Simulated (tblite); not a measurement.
Species: C₄H₅NOS.
Atom-mapped SMILES: `[CH3:1][O:2][c:3]1[cH:4][s:5][cH:6][n:7]1` (hydrogens: H8, H9, H10 on C1; H11 on C4; H12 on C6)

Geometry (GFN2-xTB, Å), atoms numbered from 1 in this order:
```xyz
12
C4H5NOS angstrom
C     -2.0431   -0.2127   -0.1093
O     -1.0846    0.8251   -0.1959
C      0.1945    0.4408   -0.0533
C      1.2492    1.3124   -0.1071
S      2.7220    0.4587    0.1176
C      1.8063   -0.9978    0.2631
N      0.5332   -0.8574    0.1558
H     -1.8787   -0.9601   -0.8891
H     -3.0106    0.2664   -0.2445
H     -1.9977   -0.7043    0.8657
H      1.2274    2.3699   -0.2603
H      2.2836   -1.9417    0.4313
```

Calculated harmonic vibrations of the isolated species, GFN2-xTB (tblite), most abundant isotopes, no scaling. The method is semi-empirical: single wavenumbers can be off by several per cent or more. One conformer, not necessarily the lowest.

Harmonic wavenumbers (cm⁻¹): 94.6, 142.2, 214.0, 267.8, 430.3, 448.6, 581.2, 641.9, 692.2, 701.4, 759.6, 817.9, 877.0, 955.9, 1038.6, 1107.4, 1126.4, 1146.0, 1178.6, 1353.6, 1395.0, 1449.3, 1460.7, 1475.7, 1552.1, 2957.6, 2972.7, 3031.7, 3168.2, 3197.4.

A = 6907, B = 1545, C = 1273 MHz; mass 115.009 u (most abundant isotopes); point group Cs, symmetry number 1.

Zero-point energy?

Half the sum of the wavenumbers: 18618 cm⁻¹ = 53.23 kcal/mol.

What is S at 298.15 K and 1 bar for an ideal gas of classical rigid rotors and harmonic oscillators?

Translation 40.16, rotation 27.56, vibration 14.19: S = 81.9 cal/(mol K).

And Cp and H(298.15 K) − H(0)?

Cp = 26.00 cal/(mol K), of which vibrations give 18.06 (their classical limit is 30 R = 59.6); H(298.15 K) − H(0) = 4.82 kcal/mol without the zero-point energy, 2.45 from vibrations.

Blend soft modes into free rotors: weight 1/[1 + (100 cm⁻¹/ν̃)⁴] for the oscillator and the rest for a rotor with moment μB/(μ + B), μ = h/(8π²ν), B = 10⁻⁴⁴ kg m². What vibrational entropy results?

13.78 cal/(mol K) in place of 14.19, which changes −T·S at 298.15 K by +0.12 kcal/mol.

How do the functions run with temperature in this model?

```tsv
T (K)	S (cal/(mol K))	Cp (cal/(mol K))	H − H(0) (kcal/mol)	G − H(0) (kcal/mol)	ln q(vib)
100	62.1	13.0	1.00	-5.21	0.51
200	73.0	19.2	2.60	-11.99	1.69
300	82.1	26.1	4.87	-19.75	3.02
500	98.4	38.0	11.35	-37.83	5.93
800	118.8	48.6	24.51	-70.52	10.33
1000	130.1	53.0	34.69	-95.43	13.10
```

q(vib) and H(0) count from the zero-point level.

What must be added to the electronic energy to get the Gibbs energy at 298.15 K and 1 bar?

ZPE + [H(298.15 K) − H(0)] − T·S = 53.23 + 4.82 − 24.42 = 33.63 kcal/mol.

Which modes carry the vibrational entropy at 298.15 K?

94.6 cm⁻¹: 3.56; 142.2 cm⁻¹: 2.77; 214.0 cm⁻¹: 2.01; 267.8 cm⁻¹: 1.61; 430.3 cm⁻¹: 0.86; 448.6 cm⁻¹: 0.80 cal/(mol K); the other 24 give 2.57 together.

Hindered rotation and anharmonicity are outside this model. Other conformers, if any are populated, would add a mixing term that is left out.
